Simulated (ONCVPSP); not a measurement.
# Varying the ONCV potential for potassium (K)

Base potential:

```
Element                 : K (Z = 19)
Generator               : ONCVPSP 4.0.1
Type                    : optimised norm-conserving Vanderbilt (ONCV)
Functional              : PBE
Relativity              : scalar-relativistic
Frozen core             : [Ne]
Valence charge          : 9
Reference configuration : 3s2 3p6 4p1
Partial waves           : 3s: rc 1.70 bohr, ncon 4, nbas 7, qcut 7 1/bohr, 2 projectors, debl 2.7 Ha; 3p+4p: rc 2.00 bohr, ncon 4, nbas 7, qcut 5.7 1/bohr, 2 projectors; d scattering state at 0.04 Ha: rc 1.70 bohr, ncon 4, nbas 8, qcut 4.8 1/bohr, local
Local potential         : the d channel
Core correction         : Teter function, fcfact 2.5, rcfact 1.1
```

All-electron outer shells of the reference configuration (PBE, scalar-relativistic, ld1.x):

```json
{"shell": "3s", "level (eV)": "-36.82", "outermost node (bohr)": "0.48", "outermost maximum (bohr)": "1.08"}
{"shell": "3p", "level (eV)": "-20.27", "outermost node (bohr)": "0.45", "outermost maximum (bohr)": "1.15"}
{"shell": "4p", "level (eV)": "-1.39", "outermost node (bohr)": "1.86", "outermost maximum (bohr)": "5.86"}
```

Cutoffs, loose and tight: the cutoffs (Ha) at which the residual kinetic energy of the hardest occupied pseudo-wave falls to 1 and 0.1 mHa per electron. They do not see the model core or the augmentation charge, which bear on the density cutoff. Test errors are all-electron minus pseudo excitation energies from the reference, over the configurations 3s2 3p6 4s1 4p0; 3s2 3p6 4p0; 3s2 3p6 4s0.5 4p0; 3s1 3p6 4s1 4p0. A dash means not determined; rows that change the core or the reference have their own tests.

For the base: The cutoffs count occupied waves only; projector 1 of the d channel, the hardest unoccupied one, needs 71 Ha at the loose tolerance.

A true bound ghost makes a file unfit for plane-wave use even where its test errors are small: the radial tests pick states by their node count and pass the ghost by.

```csv
change,outcome,"cutoff, loose","cutoff, tight",bound ghosts,GHOST(+) flags above zero,largest test error (meV)
base,generated,17 Ha,20 Ha,s,none,-65
s: qcut 4.6; p: qcut 3.7; d: qcut 3.1,generated,29 Ha,41 Ha,none,s,-194
s: qcut 5.1; p: qcut 4.1; d: qcut 3.5,generated,17 Ha,37 Ha,none,s,-166
s: qcut 5.8; p: qcut 4.7; d: qcut 3.9,generated,14 Ha,27 Ha,none,s,-174
s: qcut 6.4; p: qcut 5.2; d: qcut 4.4,generated,15 Ha,19 Ha,s,none,-94
s: qcut 7.1; p: qcut 5.8; d: qcut 4.9,generated,17 Ha,21 Ha,s,none,-59
s: qcut 7.7; p: qcut 6.3; d: qcut 5.3,generated,19 Ha,22 Ha,s,none,-40
s: qcut 8.1; p: qcut 6.6; d: qcut 5.6,generated,19 Ha,23 Ha,s,none,-30
s: qcut 9; p: qcut 7.3; d: qcut 6.1,generated,22 Ha,27 Ha,s,none,-17
s: qcut 9.7; p: qcut 7.9; d: qcut 6.6,generated,25 Ha,31 Ha,s,none,-11
s: qcut 10.2; p: qcut 8.3; d: qcut 7,generated,23 Ha,28 Ha,s,none,-7.0
```
